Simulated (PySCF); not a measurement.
C2H11NO3Si3.
Numbering: `[CH3:1][C:2](=[O:3])[NH:4][SiH2:5][O:6][SiH2:7][O:8][SiH3:9]` (hydrogens: H10, H11, H12 on C1; H13 on N4; H14, H15 on Si5; H16, H17 on Si7; H18, H19, H20 on Si9)

The same species was optimised twice, with GFN2-xTB and with PBE0-D3(BJ)/def2-SVP (PySCF), and the same property calculations (PySCF, gas phase) were run on both structures.

| coordinate | GFN2-xTB | PBE0-D3(BJ)/def2-SVP | change |
| --- | --- | --- | --- |
| Si5–O6 (Å) | 1.621 | 1.664 | +0.043 |
| Si7–O8 (Å) | 1.611 | 1.647 | +0.036 |
| O8–Si9 (Å) | 1.623 | 1.656 | +0.033 |
| O6–Si7 (Å) | 1.619 | 1.651 | +0.032 |
| N4–Si5 (Å) | 1.747 | 1.765 | +0.018 |
| C2–N4 (Å) | 1.347 | 1.363 | +0.016 |
| C2=O3 (Å) | 1.215 | 1.221 | +0.006 |
| C1–C2 (Å) | 1.508 | 1.505 | -0.003 |
| Si5–O6–Si7 (°) | 142.1 | 144.5 | +2.4 |
| N4–Si5–O6 (°) | 100.7 | 102.4 | +1.7 |
| C1–C2–N4 (°) | 117.0 | 118.1 | +1.1 |
| Si7–O8–Si9 (°) | 153.9 | 152.9 | -1.0 |
| C1–C2–O3 (°) | 124.1 | 123.5 | -0.6 |
| O3–C2–N4 (°) | 118.9 | 118.4 | -0.5 |
| O6–Si7–O8 (°) | 110.9 | 110.6 | -0.3 |
| C2–N4–Si5 (°) | 114.1 | 114.1 | 0.0 |
| C1–C2–N4–Si5 (°) | -179 | 180 | -1 |
| C2–N4–Si5–O6 (°) | -179 | 180 | -1 |
| N4–Si5–O6–Si7 (°) | 180 | -176 | +4 |
| Si5–O6–Si7–O8 (°) | 22 | 27 | +5 |

Rotational constants: A = 2306, B = 400.9, C = 350.2 MHz (GFN2-xTB) against A = 2173, B = 385.4, C = 338.7 MHz (PBE0-D3(BJ)/def2-SVP). Point groups within 0.08 Å: C1 and C1.

On the GFN2-xTB structure: HOMO (eV) -7.66 [PBE0/pcSseg-1]; LUMO (eV) 0.11 [PBE0/pcSseg-1]; dipole (D) 2.72 [PBE0/pcSseg-1]; GIAO shielding of C1 (ppm) 162.8 [PBE0/pcSseg-1]; GIAO shielding of C2 (ppm) 8.0 [PBE0/pcSseg-1]; GIAO shielding of O3 (ppm) -108.3 [PBE0/pcSseg-1]; GIAO shielding of N4 (ppm) 136.4 [PBE0/pcSseg-1]; GIAO shielding of Si5 (ppm) 391.4 [PBE0/pcSseg-1]; GIAO shielding of O6 (ppm) 266.1 [PBE0/pcSseg-1]; GIAO shielding of Si7 (ppm) 393.3 [PBE0/pcSseg-1]; GIAO shielding of O8 (ppm) 295.2 [PBE0/pcSseg-1].

Task: What do these properties become on the PBE0-D3(BJ)/def2-SVP structure?

Result: 
```tsv
property	level	on GFN2-xTB	on PBE0-D3(BJ)/def2-SVP	change
HOMO (eV)	PBE0/pcSseg-1	-7.66	-7.76	-0.10
LUMO (eV)	PBE0/pcSseg-1	0.11	0.18	+0.07
dipole (D)	PBE0/pcSseg-1	2.72	2.97	+0.25
energy, GFN2-xTB geometry as zero (kcal/mol)	PBE0/pcSseg-1	0.0	-5.3	-5.3
GIAO shielding of C1 (ppm)	PBE0/pcSseg-1	162.8	161.1	-1.7
GIAO shielding of C2 (ppm)	PBE0/pcSseg-1	8.0	5.9	-2.1
GIAO shielding of O3 (ppm)	PBE0/pcSseg-1	-108.3	-124.5	-16.2
GIAO shielding of N4 (ppm)	PBE0/pcSseg-1	136.4	136.2	-0.2
GIAO shielding of Si5 (ppm)	PBE0/pcSseg-1	391.4	387.9	-3.5
GIAO shielding of O6 (ppm)	PBE0/pcSseg-1	266.1	265.6	-0.5
GIAO shielding of Si7 (ppm)	PBE0/pcSseg-1	393.3	392.3	-1.0
GIAO shielding of O8 (ppm)	PBE0/pcSseg-1	295.2	295.1	-0.1
```

The heavy atoms differ by 0.104 Å rms after alignment. Among bonds between heavy atoms Si5–O6 changes most (+0.043 Å). Changes are differences of the printed values. Neither structure is proved a minimum here.
